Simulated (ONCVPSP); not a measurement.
**u(r) = r·R(r): atom against pseudo-atom (Mn (Z = 25))**

Columns: radius, all-electron u(r) and pseudo u(r) of the 3s shell (level -87.51 eV) of manganese in the configuration [Ne] 3s2 3p6 3d5 4s1 4p1; PBE, scalar-relativistic, ONCV scheme, ONCVPSP 4.0.1.

```csv
r (bohr),all-electron,pseudo
0.075,0.0462,0.1706
0.150,-0.5554,0.3378
0.225,-0.5919,0.4980
0.300,-0.2552,0.6472
0.375,0.1913,0.7812
0.450,0.5967,0.8956
0.525,0.9006,0.9864
0.600,1.0941,1.0507
0.675,1.1897,1.0863
0.750,1.2097,1.0934
0.825,1.1764,1.0736
0.900,1.1083,1.0301
0.975,1.0201,0.9675
1.050,0.9227,0.8913
1.125,0.8232,0.8069
1.200,0.7267,0.7196
1.275,0.6360,0.6335
1.350,0.5527,0.5521
1.425,0.4775,0.4773
1.500,0.4106,0.4105
1.575,0.3516,0.3516
1.650,0.3001,0.3000
1.725,0.2553,0.2553
1.800,0.2167,0.2167
1.875,0.1835,0.1835
1.950,0.1551,0.1551
```

Task: How many radial nodes do the two functions have?

Result: The all-electron 3s function has n − l − 1 = 2; the pseudo-wave has 0, since the states of the same l below it are removed with the core.

Task: At about which radius was the pseudo-wave matched?

Result: 1.50 bohr, where the columns begin to agree (steps of 0.07 bohr).

Task: Is the pseudo-wave norm-conserving?

Result: Yes: the ONCV scheme keeps the norm inside the radius equal to the all-electron one, which fixes the energy derivative of the logarithmic derivative at the level.
